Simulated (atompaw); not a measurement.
**u(r) = r·R(r): atom against pseudo-atom (samarium)**

Columns: radius, all-electron u(r) and pseudo u(r) of the 5p shell (level -26.00 eV) of samarium in the configuration [Kr] 4d10 4f5 5s2 5p6 5d1 6s2 6p0; PBE, scalar-relativistic, PAW (atompaw) scheme, atompaw 4.2.0.5.

| r (bohr) | all-electron | pseudo |
| --- | --- | --- |
| 0.113 | 0.0906 | 0.0168 |
| 0.227 | 0.2432 | 0.0663 |
| 0.340 | -0.2045 | 0.1438 |
| 0.454 | -0.4615 | 0.2447 |
| 0.567 | -0.3921 | 0.3594 |
| 0.681 | -0.1362 | 0.4813 |
| 0.794 | 0.1648 | 0.5995 |
| 0.908 | 0.4378 | 0.7078 |
| 1.021 | 0.6470 | 0.7973 |
| 1.135 | 0.7914 | 0.8645 |
| 1.248 | 0.8751 | 0.9055 |
| 1.362 | 0.9105 | 0.9206 |
| 1.475 | 0.9087 | 0.9110 |
| 1.588 | 0.8805 | 0.8808 |
| 1.702 | 0.8342 | 0.8342 |
| 1.815 | 0.7774 | 0.7774 |
| 1.929 | 0.7145 | 0.7145 |
| 2.042 | 0.6504 | 0.6504 |
| 2.156 | 0.5865 | 0.5865 |
| 2.269 | 0.5258 | 0.5258 |
| 2.383 | 0.4683 | 0.4683 |
| 2.496 | 0.4156 | 0.4156 |
| 2.610 | 0.3670 | 0.3670 |
| 2.723 | 0.3235 | 0.3235 |
| 2.837 | 0.2840 | 0.2840 |
| 2.950 | 0.2491 | 0.2491 |

Q: How many radial nodes do the two functions have?

A: The all-electron 5p function has n − l − 1 = 3 (the table is too coarse to show those close to the nucleus); the pseudo-wave has 0, since the states of the same l below it are removed with the core.

Q: At about which radius was the pseudo-wave matched?

A: 1.75 bohr. The columns agree to 0.0005 from 1.59 bohr on; several derivatives are matched, so the curves merge somewhat inside the radius.

Q: Is the pseudo-wave norm-conserving?

A: No, it belongs to a PAW set: the norm inside the radius is not constrained, and the difference is carried by the augmentation charge.
